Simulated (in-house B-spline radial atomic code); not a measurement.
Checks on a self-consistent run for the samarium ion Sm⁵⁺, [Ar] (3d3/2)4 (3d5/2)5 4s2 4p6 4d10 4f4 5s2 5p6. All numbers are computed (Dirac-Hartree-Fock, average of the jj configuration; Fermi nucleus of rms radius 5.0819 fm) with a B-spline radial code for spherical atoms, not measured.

| orbital | q | ε (Eh) | <1/r> | <r²> | small-component weight |
| --- | --- | --- | --- | --- | --- |
| 1s1/2 | 2 | -1736.04069 | 68.8087 | 0.000704705 | 0.053119 |
| 2s1/2 | 2 | -291.97762 | 16.3795 | 0.0110201 | 0.011707 |
| 2p1/2 | 2 | -276.37768 | 16.313 | 0.0080619 | 0.011701 |
| 2p3/2 | 4 | -254.05640 | 14.5577 | 0.0092873 | 0.010914 |
| 3s1/2 | 2 | -68.82743 | 6.00321 | 0.0729119 | 0.0037306 |
| 3p1/2 | 2 | -62.18469 | 5.90978 | 0.0682075 | 0.0036622 |
| 3p3/2 | 4 | -57.38657 | 5.4638 | 0.0751816 | 0.0034409 |
| 3d3/2 | 4 | -46.16262 | 5.33047 | 0.0601296 | 0.0033079 |
| 3d5/2 | 5 | -45.12335 | 5.19142 | 0.0633929 | 0.0032124 |
| 4s1/2 | 2 | -16.84765 | 2.51004 | 0.365562 | 0.001179 |
| 4p1/2 | 2 | -14.16249 | 2.40806 | 0.384606 | 0.0011089 |
| 4p3/2 | 4 | -13.08694 | 2.26705 | 0.419435 | 0.0010407 |
| 4d3/2 | 4 | -8.58980 | 2.05937 | 0.475731 | 0.00088594 |
| 4d5/2 | 6 | -8.37160 | 2.04579 | 0.489701 | 0.00089298 |
| 4f5/2 | 1.7143 | -3.33969 | 1.64319 | 0.689524 | 0.00059647 |
| 4f7/2 | 2.2857 | -3.29313 | 1.62375 | 0.705713 | 0.00058457 |
| 5s1/2 | 2 | -4.30357 | 1.00856 | 1.9266 | 0.00027514 |
| 5p1/2 | 2 | -3.38601 | 0.924625 | 2.26048 | 0.00023824 |
| 5p3/2 | 4 | -3.19801 | 0.877757 | 2.45898 | 0.00022079 |

Electron-electron repulsion V_ee = 3617.1521 hartree.

Task: What total energy follows from the eigenvalues?

Result: The eigenvalues count the repulsion twice, so E = Σqε - V_ee = -6767.236 - 3617.152 = -10384.388 hartree; the run printed -10384.388.

Task: Does the Dirac virial theorem hold?

Result: For a point nucleus E = -2c²Σq·w, with w the small-component weight. Here Σq·w = 0.27646 and c = 137.0360, so the ratio E/(-2c²Σq·w) is 1.000117; the finite nucleus accounts for the departure from 1.

Task: What diamagnetic shielding (Lamb formula) and susceptibility (Langevin formula) do the radii give?

Result: σ = (α²/3)Σq<1/r> = 407.515/(3·137.036²) = 7233.6 ppm, and χ = -0.79199×10⁻⁶·Σq<r²> = -23.95×10⁻⁶ cm³/mol with Σq<r²> = 30.242 bohr². Both are non-relativistic formulas without the paramagnetism of open shells; for so heavy an element the full relativistic shielding is larger by tens of per cent.
